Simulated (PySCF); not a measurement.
A structure optimised at r2SCAN-D4/def2-SVP, used in a PySCF frequency run:

```
Al
O 1 1.6891
H 2 0.9601 1 125.87
O 1 1.6891 2 117.11 3 180.00
H 4 0.9601 1 125.87 2 -180.00
Br 1 2.2557 2 121.44 3 0.00
```
Charge 0, spin multiplicity 1.

Question: Write its SMILES, formula and point group.

Answer: [OH][Al]([OH])[Br], AlBrH2O2, C2v

Question: What are its rotational constants (standard atomic weights)?

Answer: 6.5321, 1.8712, 1.4545 GHz
